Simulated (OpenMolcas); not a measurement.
A calculation on neutral selenium.

| Quantity | Value |
| --- | --- |
| Program | OpenMolcas 26.06 |
| Method | SS-CASPT2, IPEA 0.25 Eh, imaginary shift 0.1 Eh (closed shells correlated: 3d) |
| Basis | ANO-RCC-VQZP [7s6p4d2f1g] |
| Scalar Hamiltonian | DKH2, point nucleus |
| Active space | 6 electrons in 8 orbitals (4s 4p 5s 5p) |
| State averaging | 2S+1 = 3 even, 3 roots; 2S+1 = 1 even, 6 roots |
| Spin-orbit coupling | RASSI with atomic mean-field integrals over the reference wave functions, term energies averaged over their components |

(1) Which level of the active space comes out lowest?

(2) How high does 4s2 4p4 3P0 lie?

(3) How high does 4s2 4p4 3P1 lie?

(4) How high does 4s2 4p4 1S0 lie?

Measured values: NIST Handbook of Basic Atomic Spectroscopic Data.

## Answers

(1) 4s2 4p4 3P2, with 98 % of that term; it is also the measured ground level.

(2) 2330 cm-1 above the lowest level; measured 2534 cm-1 above the ground level, so the calculation is off by -8 %.

(3) 1789 cm-1 above the lowest level; measured 1989 cm-1 above the ground level, so the calculation is off by -10 %.

(4) 22550 cm-1 above the lowest level; measured 22446 cm-1 above the ground level, so the calculation is off by 0 %.

Active for correlation alone: 5p 5s; no level in the range computed is led by a configuration that fills them, so any true level of that kind is missing. Computed and measured levels are paired by configuration, term and J; levels that our copy of the source lacks, or whose pairing is in doubt (as where it misses far off the trend of its configuration), stay unpaired and out of the deviations. Only configurations of the active space appear.
